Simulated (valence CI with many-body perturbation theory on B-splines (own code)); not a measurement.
Energy levels of Zr33+

Computed by valence CI with perturbative core correlation (CI+MBPT): five valence electrons over a frozen Dirac-Fock core [He], a basis of 11 s, 11 p, 10 d, 8 f, 5 g, 2 h functions for each j, with the one-electron correlation potential Σ1, the two-electron term Σ2, the three-electron term Σ3, Breit, model QED; selected CI, second order for the rest, scaled by the run's own slope (own B-spline code, finite nucleus).

The last digits are not significant, and no measured levels were compared; by estimate large intervals hold to a few tenths of a per cent, small ones and those within an open d or f shell to about a per cent. Among the levels kept, up to 10000 cm⁻¹ of a level comes from second order outside the variational space, and about a tenth of that is noise between levels of different J, which matters for small intervals.

Levels 46 to 90 of 204, with energies above the lowest level, (2s^2 2p1/2^2 2p3/2) J=3/2. "Leading %" is the weight of the configuration and term that name the level; weights of strongly mixed levels are sums over their largest components and can fall short. In the jj column 3d3/2^4 stands for four electrons in 3d with j = 3/2. Lifetimes count E1, E2, E3, M1 and M2 decay at the calculated energies, and are blank where another channel may lead or the interval is too uncertain; long ones can be off by a factor of two.

| No. | Configuration | Term | J | E (eV) | Leading % | Second component | Lifetime | Leading jj |
| --- | --- | --- | --- | --- | --- | --- | --- | --- |
| 46 | 2s²2p²3d | ²F | 5/2 | 2597.2 | 41 | 40 % 2s²2p²3d ⁴P | 10.7 fs | 2s^2 2p1/2 2p3/2 3d5/2 (73 %) |
| 47 | 2s²2p²3d | ⁴D | 3/2 | 2598.1 | 42 | 25 % 2s²2p²3d ²P | 17.2 fs | 2s^2 2p1/2 2p3/2 3d5/2 (84 %) |
| 48 | 2s²2p²3d | ²G | 9/2 | 2602.3 | 52 | 48 % 2s²2p²3d ⁴F | 143 ps | 2s^2 2p1/2 2p3/2 3d5/2 (97 %) |
| 49 | 2s²2p²3d | ⁴D | 5/2 | 2605.7 | 39 | 31 % 2s²2p²3d ²D | 8.64 fs | 2s^2 2p1/2 2p3/2 3d3/2 (53 %) |
| 50 | 2s²2p²3d | ⁴P | 3/2 | 2607.1 | 44 | 27 % 2s²2p²3d ²P | 6.69 fs | 2s^2 2p1/2 2p3/2 3d3/2 (82 %) |
| 51 | 2s²2p²3d | ⁴P | 1/2 | 2609.6 | 48 | 27 % 2s²2p²3d ²S | 6.84 fs | 2s^2 2p1/2 2p3/2 3d3/2 (93 %) |
| 52 | 2s²2p²3d | ²D | 5/2 | 2614.1 | 59 | 20 % 2s²2p²3d ²F | 6.03 fs | 2s^2 2p1/2 2p3/2 3d5/2 (76 %) |
| 53 | 2s²2p²3p | ²P° | 3/2 | 2615.6 | 26 | 22 % 2s²2p²3p ⁴S° | 1.53 ps | 2s^2 2p3/2^2 3p1/2 (92 %) |
| 54 | 2s²2p²3d | ²F | 7/2 | 2616.4 | 54 | 30 % 2s²2p²3d ²G | 7.23 fs | 2s^2 2p1/2 2p3/2 3d5/2 (84 %) |
| 55 | 2s²2p²3d | ²D | 3/2 | 2617.4 | 67 | 21 % 2s²2p²3d ²P | 9.86 fs | 2s^2 2p1/2 2p3/2 3d5/2 (94 %) |
| 56 | 2s²2p²3p | ²D° | 5/2 | 2619.0 | 50 | 23 % 2s²2p²3p ²F° | 4.40 ps | 2s^2 2p3/2^2 3p1/2 (93 %) |
| 57 | 2s²2p²3d | ²P | 1/2 | 2619.5 | 72 | 20 % 2s²2p²3d ²S | 8.98 fs | 2s^2 2p1/2 2p3/2 3d5/2 (90 %) |
| 58 | 2s2p³3p | ⁶P | 3/2 | 2627.5 | 52 | 21 % 2s2p³3p ⁴P | 401 fs | 2s 2p1/2^2 2p3/2 3p1/2 (81 %) |
| 59 | 2s2p³3s | ⁴D° | 1/2 | 2628.5 | 32 | 14 % 2s²2p²3p ²S° | 100 fs | 2s 2p1/2^2 2p3/2 3s (54 %) |
| 60 | 2s2p³3p | ⁶P | 5/2 | 2629.4 | 39 | 28 % 2s2p³3p ⁴P | 127 fs | 2s 2p1/2^2 2p3/2 3p1/2 (77 %) |
| 61 | 2s²2p²3p | ²D° | 5/2 | 2632.7 | 53 | 31 % 2s²2p²3p ⁴P° | 5.08 ps | 2s^2 2p3/2^2 3p3/2 (96 %) |
| 62 | 2s2p³3s | ⁴D° | 3/2 | 2633.1 | 27 | 19 % 2s2p³3s ²D° | 116 fs | 2s 2p1/2^2 2p3/2 3s (85 %) |
| 63 | 2s²2p²3p | ⁴D° | 7/2 | 2633.6 | 50 | 46 % 2s²2p²3p ²F° | 6.45 ps | 2s^2 2p3/2^2 3p3/2 (95 %) |
| 64 | 2s²2p²3p | ²P° | 1/2 | 2634.9 | 40 | 21 % 2s2p³3s ⁴D° | 214 fs | 2s^2 2p3/2^2 3p3/2 (48 %) |
| 65 | 2s²2p²3p | ²P° | 1/2 | 2646.5 | 85 | 7 % 2s²2p²3p ⁴D° | 3.39 ps | 2s^2 2p3/2^2 3p1/2 (83 %) |
| 66 | 2s2p³3p | ⁶P | 7/2 | 2651.8 | 61 | 29 % 2s2p³3p ⁴D | 2.15 ps | 2s 2p1/2^2 2p3/2 3p3/2 (82 %) |
| 67 | 2s²2p²3p | ²P° | 3/2 | 2657.5 | 63 | 15 % 2s²2p²3p ²D° | 786 fs | 2s^2 2p3/2^2 3p3/2 (93 %) |
| 68 | 2s2p³3p | ⁴P | 3/2 | 2658.6 | 50 | 18 % 2s2p³3p ²P | 37.0 fs | 2s 2p1/2^2 2p3/2 3p3/2 (85 %) |
| 69 | 2s2p³3s | ⁴D° | 5/2 | 2664.9 | 51 | 27 % 2s2p³3s ⁶S° | 108 fs | 2s 2p1/2 2p3/2^2 3s (84 %) |
| 70 | 2s2p³3p | ⁴P | 5/2 | 2665.2 | 42 | 26 % 2s2p³3p ⁶P | 37.3 fs | 2s 2p1/2^2 2p3/2 3p3/2 (75 %) |
| 71 | 2s2p³3p | ⁴P | 1/2 | 2665.9 | 56 | 16 % 2s2p³3p ⁴D | 45.9 fs | 2s 2p1/2^2 2p3/2 3p3/2 (70 %) |
| 72 | 2s²2p²3p | ²P° | 3/2 | 2667.2 | 64 | 13 % 2s²2p²3p ²D° | 988 fs | 2s^2 2p3/2^2 3p3/2 (92 %) |
| 73 | 2s2p³3p | ⁴F | 3/2 | 2675.7 | 35 | 23 % 2s2p³3p ²D | 69.7 fs | 2s 2p1/2^2 2p3/2 3p1/2 (89 %) |
| 74 | 2s2p³3p | ²P | 1/2 | 2676.1 | 35 | 17 % 2s2p³3p ⁴D | 27.7 fs | 2s 2p1/2^2 2p3/2 3p1/2 (74 %) |
| 75 | 2s2p³3s | ²D° | 3/2 | 2677.2 | 30 | 28 % 2s2p³3s ⁴S° | 69.2 fs | 2s 2p1/2 2p3/2^2 3s (85 %) |
| 76 | 2s2p³3s | ⁴D° | 7/2 | 2686.5 | 96 |  | 68.4 fs | 2s 2p1/2 2p3/2^2 3s (96 %) |
| 77 | 2s²2p²3d | ²F | 7/2 | 2689.5 | 51 | 37 % 2s²2p²3d ⁴D | 250 fs | 2s^2 2p3/2^2 3d5/2 (97 %) |
| 78 | 2s²2p²3d | ²D | 3/2 | 2691.4 | 43 | 19 % 2s²2p²3d ⁴P | 9.65 fs | 2s^2 2p3/2^2 3d3/2 (94 %) |
| 79 | 2s²2p²3d | ⁴F | 9/2 | 2691.6 | 51 | 48 % 2s²2p²3d ²G | 141 ps | 2s^2 2p3/2^2 3d5/2 (96 %) |
| 80 | 2s²2p²3d | ²D | 5/2 | 2691.7 | 30 | 24 % 2s²2p²3d ⁴D | 9.27 fs | 2s^2 2p3/2^2 3d3/2 (81 %) |
| 81 | 2s²2p²3d | ²P | 1/2 | 2691.9 | 72 | 13 % 2s²2p²3d ⁴D | 18.1 fs | 2s^2 2p3/2^2 3d3/2 (54 %) |
| 82 | 2s²2p²3d | ²F | 7/2 | 2695.7 | 47 | 34 % 2s²2p²3d ²G | 7.98 fs | 2s^2 2p3/2^2 3d3/2 (94 %) |
| 83 | 2s2p³3s | ²D° | 5/2 | 2698.1 | 76 | 19 % 2s2p³3s ⁴D° | 63.0 fs | 2s 2p1/2 2p3/2^2 3s (96 %) |
| 84 | 2s2p³3d | ⁶D° | 5/2 | 2701.1 | 54 | 22 % 2s2p³3d ⁴D° | 120 fs | 2s 2p1/2^2 2p3/2 3d3/2 (76 %) |
| 85 | 2s2p³3d | ⁶D° | 3/2 | 2701.9 | 61 | 15 % 2s2p³3d ⁴P° | 87.2 fs | 2s 2p1/2^2 2p3/2 3d3/2 (78 %) |
| 86 | 2s2p³3d | ⁶D° | 7/2 | 2701.9 | 54 | 18 % 2s2p³3d ⁴D° | 619 fs | 2s 2p1/2^2 2p3/2 3d3/2 (56 %) |
| 87 | 2s2p³3d | ⁶D° | 1/2 | 2702.1 | 64 | 27 % 2s2p³3d ⁴P° | 286 fs | 2s 2p1/2^2 2p3/2 3d3/2 (79 %) |
| 88 | 2s2p³3p | ⁴F | 5/2 | 2702.3 | 32 | 17 % 2s2p³3p ⁴D | 82.9 fs | 2s 2p1/2^2 2p3/2 3p3/2 (81 %) |
| 89 | 2s²2p²3d | ²S | 1/2 | 2702.5 | 47 | 32 % 2s²2p²3d ⁴P | 8.44 fs | 2s^2 2p3/2^2 3d5/2 (51 %) |
| 90 | 2s2p³3d | ⁶D° | 9/2 | 2705.9 | 62 | 29 % 2s2p³3d ⁴F° | 118 ps | 2s 2p1/2^2 2p3/2 3d5/2 (82 %) |
